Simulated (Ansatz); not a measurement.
Basis-set extrapolation for C$_{9}$H$_{10}$ (`c1ccc2c(c1)CCC2`) (PBE0-D4/def2-TZVP geometry, frozen core, Ansatz 0.2.0). Multiplicity 1, RHF reference.

```json
{"": "HF", "def2-TZVPP": "-346.767419", "def2-QZVPP": "-346.781941"}
{"": "MP2 correlation", "def2-TZVPP": "-1.448980", "def2-QZVPP": "-1.539244"}
{"": "CCSD(T) correlation", "def2-TZVPP": "-1.566120", "def2-QZVPP": "not run"}
```

Energies in hartree. Use E(X) = E(∞) + A·exp(−7.88·√X) for Hartree–Fock and E(X) = E(∞) + B·X^(−2.97) for correlation, with X = 3 and 4, and add CCSD(T) minus MP2 of the smaller set to the MP2 limit.

Q: What is the CCSD(T) energy at the basis-set limit?

A: HF limit: -346.781941 + (-0.014522) × 0.13774 = -346.78394. MP2 limit: -1.539244 + (-0.090264) × 0.74074 = -1.60611. Higher-order term: -1.566120 − (-1.448980) = -0.11714. Total: -348.50719 hartree, 109.0 kcal/mol below CCSD(T)/def2-TZVPP.
